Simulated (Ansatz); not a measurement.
Gas-phase reaction in SMILES: [CH3][Ge]([CH3])([I])[I] [diiodo(dimethyl)germane] -> [Ge]([CH3])([I])[CH3] + I atom (the Ge-I bond breaks)

Wanted: bond dissociation energy (electronic), in kcal/mol. Set-up: no spin-orbit coupling; def2 sets with scalar-relativistic core potentials past Kr; dispersion terms only where a functional's name holds one; LANL2DZ with its own core potentials from Na on; UHF or UKS for open shells. Ab initio and DFT rows: single points at B3LYP-D3(BJ) geometries (Ansatz, a first-principles code).

| species | coefficient | E at B3LYP/LANL2DZ (Ansatz), Eh | E at PBE0/def2-TZVPD (Ansatz), Eh |
|---|---|---|---|
| [CH3][Ge]([CH3])([I])[I] | -1 | -106.44414 | -2752.05211 |
| [CH3][Ge]([CH3])[I] | +1 | -94.98683 | -2454.24214 |
| I atom | +1 | -11.36262 | -297.69320 |

 1 Eh = 627.5095 kcal/mol.

Task: Work the quantity out at each level.

Result: 
- B3LYP/LANL2DZ: the sum of coefficient times E is 0.09469 Eh, or 59.42 kcal/mol. Result: 59.4 kcal/mol.
- PBE0/def2-TZVPD: the sum of coefficient times E is 0.11677 Eh, or 73.27 kcal/mol. Result: 73.3 kcal/mol.
